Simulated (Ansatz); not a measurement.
Job for Ansatz (an electronic-structure program): R-B3LYP-D3(BJ)/def2-TZVP on H3NSe (SMILES N[SeH]).

Ansatz 0.2 input:
```yaml
crystal:
  periodic: [false, false, false]
  atoms:
    - {symbol: Se, position_ang: [0.11602460, 0.92077491, 0.89421724]}
    - {symbol: H, position_ang: [-1.10671184, 1.37280658, 0.17186707]}
    - {symbol: N, position_ang: [0.51430287, -0.58459570, -0.06794413]}
    - {symbol: H, position_ang: [0.69219050, -0.39270316, -1.02726226]}
    - {symbol: H, position_ang: [-0.24279172, -1.30140936, 0.00051496]}
basis:
  gaussian:
    orbitals: def2-TZVP
hamiltonian:
  xc: b3lyp
  dispersion: d3bj
relax: {f_tol: 0.003, max_steps: 120}
```

Output:

```
WARN ansatz: RAYON_NUM_THREADS=1 ignored (pool sized by the plan → 1); use --threads N
Functional definition: B3LYP
integrals: 0.02 GiB planned
696 factors; their error is unknown
mean field: 0.26 GiB planned
mean field evaluation 1: about -66883.4622 eV, gradient 5.7e1 eV
mean field evaluation 2: about -66866.8572 eV, gradient 9.7e1 eV
mean field evaluation 4: about -66889.3483 eV, gradient 3.2e0 eV
mean field evaluation 8: about -66889.3765 eV, gradient 3.6e-2 eV
mean field evaluation 16: about -66889.7019 eV, gradient 7.3e-5 eV
mean field -66889.70185966 eV, -2458.1512038741 hartree, gradient 7.3e-5 eV, S^2 0.000000; 0 other end points of the search recorded, 0 dependent functions left out
the calculation of the forces begins
reference -66889.70205282 eV, -2458.1512109725 hartree; 22, 22 occupied and 75, 75 virtual orbitals, 696 factors
relax step   1: F+E_penalty+E_count = -66889.82444271 eV  Δ(F+E_penalty+E_count) = +0.000e0 eV  max|allowed force component| = 1.629e0 eV/Å  Δτ_max = 0.0000 Å  (26 SCF iters, accepted)
these checks for a lower state are left out or cut short: starts, cluster_reference, orbital_swaps, neighbouring_geometries, increment
integrals: 0.02 GiB planned
696 factors; their error is unknown
mean field: 0.26 GiB planned
mean field -66889.73682209 eV, -2458.1524887197 hartree, gradient 9.1e-6 eV, S^2 0.000000; 0 other end points of the search recorded, 0 dependent functions left out
the calculation of the forces begins
reference -66889.73701562 eV, -2458.1524958317 hartree; 22, 22 occupied and 75, 75 virtual orbitals, 696 factors
relax step   2: F+E_penalty+E_count = -66889.85894879 eV  Δ(F+E_penalty+E_count) = -3.451e-2 eV  max|allowed force component| = 5.363e-1 eV/Å  Δτ_max = 0.0443 Å  (31 SCF iters, accepted)
these checks for a lower state are left out or cut short: starts, cluster_reference, orbital_swaps, neighbouring_geometries, increment
integrals: 0.02 GiB planned
696 factors; their error is unknown
mean field: 0.26 GiB planned
mean field -66889.74155309 eV, -2458.1526625807 hartree, gradient 8.9e-6 eV, S^2 0.000000; 0 other end points of the search recorded, 0 dependent functions left out
the calculation of the forces begins
reference -66889.74174673 eV, -2458.1526696971 hartree; 22, 22 occupied and 75, 75 virtual orbitals, 696 factors
relax step   3: F+E_penalty+E_count = -66889.86379999 eV  Δ(F+E_penalty+E_count) = -4.851e-3 eV  max|allowed force component| = 1.090e-1 eV/Å  Δτ_max = 0.0180 Å  (32 SCF iters, accepted)
these checks for a lower state are left out or cut short: starts, cluster_reference, orbital_swaps, neighbouring_geometries, increment
integrals: 0.02 GiB planned
696 factors; their error is unknown
mean field: 0.26 GiB planned
mean field evaluation 32: about -66889.4151 eV, gradient 7.7e-1 eV
mean field -66889.74167744 eV, -2458.1526671507 hartree, gradient 8.9e-6 eV, S^2 0.000000; 0 other end points of the search recorded, 0 dependent functions left out
the calculation of the forces begins
reference -66889.74187100 eV, -2458.1526742637 hartree; 22, 22 occupied and 75, 75 virtual orbitals, 696 factors
relax step   4: F+E_penalty+E_count = -66889.86403049 eV  Δ(F+E_penalty+E_count) = -2.305e-4 eV  max|allowed force component| = 1.068e-1 eV/Å  Δτ_max = 0.0082 Å  (32 SCF iters, accepted)
these checks for a lower state are left out or cut short: starts, cluster_reference, orbital_swaps, neighbouring_geometries, increment
integrals: 0.02 GiB planned
696 factors; their error is unknown
mean field: 0.26 GiB planned
mean field -66889.74233613 eV, -2458.1526913570 hartree, gradient 9.0e-6 eV, S^2 0.000000; 0 other end points of the search recorded, 0 dependent functions left out
the calculation of the forces begins
reference -66889.74252965 eV, -2458.1526984686 hartree; 22, 22 occupied and 75, 75 virtual orbitals, 696 factors
relax step   5: F+E_penalty+E_count = -66889.86465025 eV  Δ(F+E_penalty+E_count) = -6.198e-4 eV  max|allowed force component| = 2.840e-2 eV/Å  Δτ_max = 0.0046 Å  (32 SCF iters, accepted)
these checks for a lower state are left out or cut short: starts, cluster_reference, orbital_swaps, neighbouring_geometries, increment
integrals: 0.02 GiB planned
696 factors; their error is unknown
mean field: 0.26 GiB planned
mean field -66889.74239592 eV, -2458.1526935543 hartree, gradient 9.0e-6 eV, S^2 0.000000; 0 other end points of the search recorded, 0 dependent functions left out
the calculation of the forces begins
reference -66889.74258940 eV, -2458.1527006646 hartree; 22, 22 occupied and 75, 75 virtual orbitals, 696 factors
relax step   6: F+E_penalty+E_count = -66889.86471097 eV  Δ(F+E_penalty+E_count) = -6.072e-5 eV  max|allowed force component| = 7.313e-3 eV/Å  Δτ_max = 0.0020 Å  (33 SCF iters, accepted)
these checks for a lower state are left out or cut short: starts, cluster_reference, orbital_swaps, neighbouring_geometries, increment
integrals: 0.02 GiB planned
696 factors; their error is unknown
mean field: 0.26 GiB planned
mean field -66889.74240289 eV, -2458.1526938103 hartree, gradient 9.0e-6 eV, S^2 0.000000; 0 other end points of the search recorded, 0 dependent functions left out
the calculation of the forces begins
reference -66889.74259635 eV, -2458.1527009198 hartree; 22, 22 occupied and 75, 75 virtual orbitals, 696 factors
relax step   7: F+E_penalty+E_count = -66889.86472018 eV  Δ(F+E_penalty+E_count) = -9.213e-6 eV  max|allowed force component| = 3.514e-3 eV/Å  Δτ_max = 0.0008 Å  (33 SCF iters, accepted)
these checks for a lower state are left out or cut short: starts, cluster_reference, orbital_swaps, neighbouring_geometries, increment
integrals: 0.02 GiB planned
696 factors; their error is unknown
mean field: 0.26 GiB planned
mean field evaluation 64: about -66889.7424 eV, gradient 3.6e-3 eV
mean field -66889.74240018 eV, -2458.1526937106 hartree, gradient 9.0e-6 eV, S^2 0.000000; 0 other end points of the search recorded, 0 dependent functions left out
the calculation of the forces begins
reference -66889.74259363 eV, -2458.1527008199 hartree; 22, 22 occupied and 75, 75 virtual orbitals, 696 factors
relax step   8: F+E_penalty+E_count = -66889.86472104 eV  Δ(F+E_penalty+E_count) = -8.533e-7 eV  max|allowed force component| = 2.908e-4 eV/Å  Δτ_max = 0.0004 Å  (33 SCF iters, accepted)
integrals: 0.02 GiB planned
696 factors; their error is unknown
mean field: 0.26 GiB planned
mean field -66889.74240018 eV, -2458.1526937106 hartree, gradient 9.0e-6 eV, S^2 0.000000; 1 other end points of the search recorded, 0 dependent functions left out
the calculation of the forces begins
reference -66889.74259363 eV, -2458.1527008199 hartree; 22, 22 occupied and 75, 75 virtual orbitals, 696 factors
Total energy: -66889.86491449 eV, -2458.1571960286 hartree
Atom 0 at     0.107878     0.928658     0.892418 Å, force     0.000004     0.000129     0.000113 eV/Å
Atom 1 at    -1.116047     1.386005     0.181924 Å, force    -0.000075     0.000049    -0.000033 eV/Å
Atom 2 at     0.517417    -0.614268    -0.064991 Å, force     0.000021    -0.000291    -0.000217 eV/Å
Atom 3 at     0.698738    -0.397628    -1.036641 Å, force    -0.000049    -0.000003     0.000145 eV/Å
Atom 4 at    -0.234971    -1.287894    -0.001317 Å, force     0.000099     0.000116    -0.000008 eV/Å
Dipole moment:    -0.260763    -0.064463    -0.290599 e Å
```

Self-consistency was reached.

Cost: around 14 core-seconds (rough).
